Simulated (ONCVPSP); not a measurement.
Before and after: ONCV potential for zinc (Zn)

- Element: zinc
- Generator: ONCVPSP 4.0.1
- Type: optimised norm-conserving Vanderbilt (ONCV)
- Functional: PBE
- Relativity: scalar-relativistic
- Frozen core: [Ne]
- Valence charge: 20
- Reference configuration: 3s2 3p6 3d10 4s2
- Partial waves: 3s+4s: rc 0.95 bohr, ncon 4, nbas 9, qcut 13.3 1/bohr, 2 projectors; 3p: rc 0.70 bohr, ncon 3, nbas 6, qcut 13.9 1/bohr, 2 projectors, debl 0.9 Ha; 3d: rc 1.05 bohr, ncon 3, nbas 7, qcut 12.1 1/bohr, 2 projectors, debl 2.9 Ha
- Local potential: polynomial inside 0.65 bohr (lpopt 5, dvloc0 6 Ha)
- Core correction: none

In the p channel the program set the typed energies aside and used -3.065, 0.250 Ha.

Change: s: rc 1.34.

Cutoffs: the cutoffs (Ha) at which the residual kinetic energy of the hardest occupied pseudo-wave falls to 1 and 0.1 mHa per electron; they do not see the model core or the augmentation charge, which bear on the density cutoff. Errors are all-electron minus pseudo energies relative to the spin-unpolarised reference configuration.

Q: How do hardness, ghosts and transferability respond?

A: The potential gets neither clearly harder nor softer (77 Ha and 156 Ha → 77 Ha and 156 Ha); the p channel sets the loose cutoff, while the largest relative change is in s, which becomes softer; of the 4 tests that both files solve, the error grows in 1 and shrinks in 1 by more than 15 % and 0.3 meV (median size 7.0 → 7.4 meV); neither file shows a bound ghost.

```csv
quantity,base,changed
"cutoff, loose",77 Ha,77 Ha
"cutoff, tight",156 Ha,156 Ha
loose cutoff by channel,"s 65 Ha, p 77 Ha, d 68 Ha","s 42 Ha, p 77 Ha, d 68 Ha"
bound ghosts,none,none
GHOST(+) flags under 300 eV,none,none
"error for 3s2 3p6 3d10 4s1, meV [ΔE 9.89 eV]",+0.4,+0.1
"error for 3s2 3p6 3d10 4s0, meV [ΔE 28.33 eV]",+3.7,+3.2
"error for 3s2 3p6 3d9 4s0, meV [ΔE 68.86 eV]",-10,-12
"error for 3s2 3p6 3d8 4s0, meV [ΔE 130.68 eV]",+68,+66
p: phases at 0.71 bohr within 0.05 rad from the reference energy up to (Ha; the scan ends near 5),to the end of the scan,to the end of the scan
d: phases at 1.07 bohr within 0.05 rad from the reference energy up to (Ha; the scan ends near 5),to the end of the scan,to the end of the scan
```
